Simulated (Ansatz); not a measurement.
CH₄FGaGe, SMILES `[F][GeH]1[CH2][GaH]1`. The species carries charge 0 and has multiplicity 1. Correlated methods include outer-core shells of Ga, Ge, which these sets cover unevenly. Scalar relativity is left out up to krypton.

```
atom   x (Å)   y (Å)   z (Å)
  F1   2.437   0.576  -0.012
 Ge2   0.743   0.865   0.336
  C3  -0.418  -0.278  -0.810
 Ga4  -0.764  -0.829   1.075
  H5   0.542   2.390   0.222
  H6   0.163  -1.067  -1.302
  H7  -1.143   0.137  -1.508
  H8  -1.560  -1.794   1.999
```

Q: Give the diagnostics of a CCSD(T)/def2-TZVPP run (frozen core, the Gaussian-basis code of Ansatz). (Best estimate.)

A: The calculation gave: T1 = 0.0132, largest single amplitude 0.020, largest double 0.064, (T) share of the correlation energy 3.8 %, 12 CCSD cycles. The RHF solution is stable towards an unrestricted one. T1 lies under the customary mark of 0.02 for closed shells.
